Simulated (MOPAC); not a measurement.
MOPAC input (PM3):

```
PM3 1SCF CHARGE=-1 GEO-OK AUX(PRECISION=9) THREADS=1
C3H8FSi

C     1.76498700 1   -0.01523600 1   -0.70131300 1
Si    0.15870000 1    0.00402100 1   -0.01508200 1
C    -0.80482400 1   -1.61625400 1   -0.28930100 1
C    -0.91528800 1    1.45054700 1   -0.63393300 1
F    -0.09530000 1    0.18088200 1    1.64017500 1
H     2.39383000 1   -0.90187500 1   -0.63721500 1
H     2.32871300 1    0.90593500 1   -0.84036800 1
H    -1.07356400 1   -1.73847900 1   -1.34156300 1
H    -0.18413400 1   -2.47237500 1   -0.00654300 1
H    -1.71981300 1   -1.65511900 1    0.31065000 1
H    -0.35927100 1    2.38992900 1   -0.55294500 1
H    -1.18362300 1    1.31707400 1   -1.68493100 1
H    -1.83548800 1    1.55632300 1   -0.05023600 1
```

Output:

```
 *******************************************************************************
 **                                                                           **
 **                              MOPAC v23.2.5                                **
 **                                                                           **
 *******************************************************************************
 ** MOPAC's Digital Object Identifier: https://doi.org/10.5281/zenodo.6511958 **
 **                                                                           **
 ** Please cite the open-source release paper for use of this MOPAC version:  **
 ** J. E. Moussa and J. J. P. Stewart (2026)                                  **
 ** MOPAC: An open-source semiempirical molecular orbital program             **
 ** J. Open Source Softw., 11(119), 8025, https://doi.org/10.21105/joss.08025 **
 *******************************************************************************

                              PM3 CALCULATION RESULTS

 *******************************************************************************
 *  PM3        - The PM3 Hamiltonian to be used
 *  GEO-OK     - OVERRIDE INTERATOMIC DISTANCE AND OTHER SAFETY CHECKS
 *
 *
 *
 *                 CHARGE ON SYSTEM = -1
 *
 *
 *
 *  1SCF       - DO 1 SCF AND THEN STOP
 *  AUX        - OUTPUT AUXILIARY INFORMATION
 *******************************************************************************
PM3 1SCF CHARGE=-1 GEO-OK AUX(PRECISION=9) THREADS=1
 C3H8FSi

   ATOM   CHEMICAL          X               Y               Z
  NUMBER   SYMBOL      (ANGSTROMS)     (ANGSTROMS)     (ANGSTROMS)

     1       C          1.76498700  *  -0.01523600  *  -0.70131300  *
     2      Si          0.15870000  *   0.00402100  *  -0.01508200  *
     3       C         -0.80482400  *  -1.61625400  *  -0.28930100  *
     4       C         -0.91528800  *   1.45054700  *  -0.63393300  *
     5       F         -0.09530000  *   0.18088200  *   1.64017500  *
     6       H          2.39383000  *  -0.90187500  *  -0.63721500  *
     7       H          2.32871300  *   0.90593500  *  -0.84036800  *
     8       H         -1.07356400  *  -1.73847900  *  -1.34156300  *
     9       H         -0.18413400  *  -2.47237500  *  -0.00654300  *
    10       H         -1.71981300  *  -1.65511900  *   0.31065000  *
    11       H         -0.35927100  *   2.38992900  *  -0.55294500  *
    12       H         -1.18362300  *   1.31707400  *  -1.68493100  *
    13       H         -1.83548800  *   1.55632300  *  -0.05023600  *

          CARTESIAN COORDINATES

    NO.       ATOM           X           Y           Z

     1         C          1.7650     -0.0152     -0.7013
     2        Si          0.1587      0.0040     -0.0151
     3         C         -0.8048     -1.6163     -0.2893
     4         C         -0.9153      1.4505     -0.6339
     5         F         -0.0953      0.1809      1.6402
     6         H          2.3938     -0.9019     -0.6372
     7         H          2.3287      0.9059     -0.8404
     8         H         -1.0736     -1.7385     -1.3416
     9         H         -0.1841     -2.4724     -0.0065
    10         H         -1.7198     -1.6551      0.3107
    11         H         -0.3593      2.3899     -0.5529
    12         H         -1.1836      1.3171     -1.6849
    13         H         -1.8355      1.5563     -0.0502

  H: (PM3): J. J. P. STEWART, J. COMP. CHEM. 10, 209 (1989).
  C: (PM3): J. J. P. STEWART, J. COMP. CHEM. 10, 209 (1989).
  F: (PM3): J. J. P. STEWART, J. COMP. CHEM. 10, 209 (1989).
 Si: (PM3): J. J. P. STEWART, J. COMP. CHEM. 10, 209 (1989).

           Empirical Formula: C3 H8 Si F  =    13 atoms

      MOLECULAR POINT GROUP   :   Cs

      RHF CALCULATION, NO. OF DOUBLY OCCUPIED LEVELS = 16

 -------------------------------------------------------------------------------
 PM3 1SCF CHARGE=-1 GEO-OK AUX(PRECISION=9) THREADS=1
 C3H8FSi

     1SCF WAS SPECIFIED, SO BFGS WAS NOT USED
     SCF FIELD WAS ACHIEVED

                              PM3 CALCULATION
                                                       MOPAC v23.2.5 Linux

          FINAL HEAT OF FORMATION =        -98.23913 KCAL/MOL =    -411.03251 KJ/MOL

          COSMO AREA              =        132.48 SQUARE ANGSTROMS
          COSMO VOLUME            =        125.04 CUBIC ANGSTROMS

          IONIZATION POTENTIAL    =          1.305536 EV
          HOMO LUMO ENERGIES (EV) =         -1.306  6.036
          NO. OF FILLED LEVELS    =         16
          MOLECULAR WEIGHT        =         91.1801         POINT GROUP:  Cs

          MOLECULAR DIMENSIONS (Angstroms)

            Atom       Atom       Distance
            H    13    H     6     4.92691
            H    10    H     7     4.33865
            H     8    F     5     3.32109

          SCF CALCULATIONS        =          1

   ATOM   CHEMICAL          X               Y               Z
  NUMBER   SYMBOL      (ANGSTROMS)     (ANGSTROMS)     (ANGSTROMS)

     1       C          1.76498700  *  -0.01523600  *  -0.70131300  *
     2      Si          0.15870000  *   0.00402100  *  -0.01508200  *
     3       C         -0.80482400  *  -1.61625400  *  -0.28930100  *
     4       C         -0.91528800  *   1.45054700  *  -0.63393300  *
     5       F         -0.09530000  *   0.18088200  *   1.64017500  *
     6       H          2.39383000  *  -0.90187500  *  -0.63721500  *
     7       H          2.32871300  *   0.90593500  *  -0.84036800  *
     8       H         -1.07356400  *  -1.73847900  *  -1.34156300  *
     9       H         -0.18413400  *  -2.47237500  *  -0.00654300  *
    10       H         -1.71981300  *  -1.65511900  *   0.31065000  *
    11       H         -0.35927100  *   2.38992900  *  -0.55294500  *
    12       H         -1.18362300  *   1.31707400  *  -1.68493100  *
    13       H         -1.83548800  *   1.55632300  *  -0.05023600  *

                             CARTESIAN COORDINATES

   1    C        1.764987000    -0.015236000    -0.701313000
   2   Si        0.158700000     0.004021000    -0.015082000
   3    C       -0.804824000    -1.616254000    -0.289301000
   4    C       -0.915288000     1.450547000    -0.633933000
   5    F       -0.095300000     0.180882000     1.640175000
   6    H        2.393830000    -0.901875000    -0.637215000
   7    H        2.328713000     0.905935000    -0.840368000
   8    H       -1.073564000    -1.738479000    -1.341563000
   9    H       -0.184134000    -2.472375000    -0.006543000
  10    H       -1.719813000    -1.655119000     0.310650000
  11    H       -0.359271000     2.389929000    -0.552945000
  12    H       -1.183623000     1.317074000    -1.684931000
  13    H       -1.835488000     1.556323000    -0.050236000

           Empirical Formula: C3 H8 Si F  =    13 atoms

      MOLECULAR POINT GROUP   :   Cs

                  EIGENVALUES
 -25.20383 -23.57598 -19.99259 -15.12590 -10.61702 -10.23214 -10.16489  -9.43391
  -9.01778  -9.00565  -8.70329  -7.44280  -7.41511  -5.41486  -5.39388  -1.30554
   6.03555   6.22386   6.61393   7.60552   8.81229   8.89321   9.10849   9.11662
   9.13136   9.21129  11.05817  11.37619

              NET ATOMIC CHARGES AND DIPOLE CONTRIBUTIONS

  ATOM NO.   TYPE          CHARGE      No. of ELECS.   s-Pop       p-Pop
    1          C          -0.801205        4.8012     1.22652     3.57468
    2         Si           0.379589        3.6204     1.02732     2.59309
    3          C          -0.246059        4.2461     1.16335     3.08271
    4          C          -0.246058        4.2461     1.16335     3.08271
    5          F          -0.383633        7.3836     1.68799     5.69564
    6          H           0.067448        0.9326     0.93255
    7          H           0.067448        0.9326     0.93255
    8          H           0.029954        0.9700     0.97005
    9          H           0.029213        0.9708     0.97079
   10          H           0.022068        0.9779     0.97793
   11          H           0.029213        0.9708     0.97079
   12          H           0.029954        0.9700     0.97005
   13          H           0.022068        0.9779     0.97793
 DIPOLE           X         Y         Z       TOTAL
 POINT-CHG.    -3.461    -0.112     0.111     3.465
 HYBRID        -0.226     0.024     0.288     0.367
 SUM           -3.688    -0.088     0.399     3.710

          ATOMIC ORBITAL ELECTRON POPULATIONS

     Atom    s        px        py        pz
    1  C   1.22652   1.03053   1.01367   1.53049
    2 Si   1.02732   0.93902   0.84363   0.81044
    3  C   1.16335   1.01106   1.07753   0.99411
    4  C   1.16335   1.01683   1.06077   1.00510
    5  F   1.68799   1.96752   1.96664   1.76148
    6  H   0.93255
    7  H   0.93255
    8  H   0.97005
    9  H   0.97079
   10  H   0.97793
   11  H   0.97079
   12  H   0.97005
   13  H   0.97793

 **********************
 *                    *
 * JOB ENDED NORMALLY *
 *                    *
 **********************

 == MOPAC DONE ==
```

The dipole moment of an ion depends on the origin.

The geometry given is a B3LYP-D3(BJ)/def2-TZVP minimum.
